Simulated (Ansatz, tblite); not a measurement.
Removing an electron: Hg3⁻ (the lowest doublet isomer of a short search). Total charge -1; doublet. Geometry: r2SCAN/def2-TZVPD. Ansatz, gas phase; energy differences of separate SCF runs; the oxidised species is a singlet (the triplet lies 3.80 eV higher at PBE0/def2-TZVPD).

Cartesian coordinates in Å:
```
Hg 0.509 1.658 -0.398
Hg -1.692 -0.494 -0.243
Hg 1.183 -1.164 0.641
```

In the def2 sets Hg takes a core potential; there is no spin–orbit coupling. The xTB rows come from tblite. The structure comes from a short search, and lower isomers may exist.

(1) Estimate orbital energies and vertical ionisation energies at: GFN1-xTB; GFN2-xTB; PBE/def2-TZVPD; r2SCAN/def2-TZVPD; PBE0/def2-TZVPD.

Results:

(1) 
| level | −HOMO (eV) | vertical IE (eV) | −LUMO (eV) | HOMO–LUMO gap (eV) | remarks |
| --- | --- | --- | --- | --- | --- |
| GFN1-xTB | – | 4.80 | – | – | – |
| GFN2-xTB | – | 3.67 | – | – | – |
| PBE/def2-TZVPD | -1.41 | 0.34 | -1.80 | 0.39 | HOMO above zero (-1 doublet) |
| r2SCAN/def2-TZVPD | -1.25 | 0.36 | -2.00 | 0.75 | HOMO above zero (-1 doublet) |
| PBE0/def2-TZVPD | -0.94 | 0.31 | -2.31 | 1.37 | HOMO above zero (-1 doublet) |

  A HOMO above zero means that the electron is unbound at that level or that self-interaction error raises the level; the energy of removing that electron tells which. HOMO and LUMO are the levels of the spin that leaves or enters (xTB has no such levels and no spin-polarisation term). Other spin states of the ions may lie lower, which would lower the ionisation energy or raise the affinity. Raw xTB energy differences between charge states are shifted by several eV; the methods need an empirical correction for them.
